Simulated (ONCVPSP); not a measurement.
**Plane-wave convergence, ONCV potential for Rh (Z = 45)**

Rh, optimised norm-conserving Vanderbilt (ONCV), made with ONCVPSP 4.0.1 (BLYP, scalar-relativistic). Core [Ar] 3d10, reference 4s2 4p6 4d6 (charge +3). Waves: 4s: rc 1.50 bohr, ncon 4, nbas 8, qcut 8.3 1/bohr, 2 projectors, debl 2.7 Ha; 4p: rc 1.05 bohr, ncon 3, nbas 7, qcut 7 1/bohr, 2 projectors, debl 0.4 Ha; 4d: rc 1.65 bohr, ncon 5, nbas 10, qcut 9 1/bohr, 3 projectors, debl 0.9 Ha. Local part: polynomial inside 1.05 bohr (lpopt 3, dvloc0 0 Ha). Core correction: none.

In the s channel the program set the typed energies aside and used -4.351, 0.050 Ha. In the p channel the program set the typed energies aside and used -3.157, 0.250 Ha. In the d channel the program set the typed energies aside and used -1.448, 0.250, 1.150 Ha.

**Question.** For each optimised wave give the share of its norm inside rc, the residual kinetic energy above qcut (Ha) and the cutoffs (Ha) for errors of 10, 1, 0.1 and 0.01 mHa per electron.

**Answer.**

```json
{"wave": "4s", "norm inside rc": "0.932", "residual KE": "4.1e-06", "10 mHa": "19.9", "1 mHa": "25.4", "0.1 mHa": "29.5", "0.01 mHa": "33.5"}
{"wave": "s projector 2", "norm inside rc": "0.026", "residual KE": "3.4e-06", "10 mHa": "13.8", "1 mHa": "22.2", "0.1 mHa": "28.0", "0.01 mHa": "32.5"}
{"wave": "4p", "norm inside rc": "0.528", "residual KE": "7.0e-03", "10 mHa": "21.5", "1 mHa": "122.5", "0.1 mHa": "200.7", "0.01 mHa": "not reached"}
{"wave": "p projector 2", "norm inside rc": "0.024", "residual KE": "9.5e-04", "10 mHa": "9.9", "1 mHa": "24.0", "0.1 mHa": "63.7", "0.01 mHa": "205.3"}
{"wave": "4d", "norm inside rc": "0.734", "residual KE": "1.2e-06", "10 mHa": "21.6", "1 mHa": "28.0", "0.1 mHa": "32.8", "0.01 mHa": "37.1"}
{"wave": "d projector 2", "norm inside rc": "0.047", "residual KE": "8.2e-07", "10 mHa": "17.5", "1 mHa": "24.9", "0.1 mHa": "30.9", "0.01 mHa": "36.0"}
{"wave": "d projector 3", "norm inside rc": "0.049", "residual KE": "2.1e-06", "10 mHa": "19.1", "1 mHa": "26.3", "0.1 mHa": "32.4", "0.01 mHa": "37.5"}
```

The occupied waves need 122 Ha and 201 Ha for 1 and 0.1 mHa.
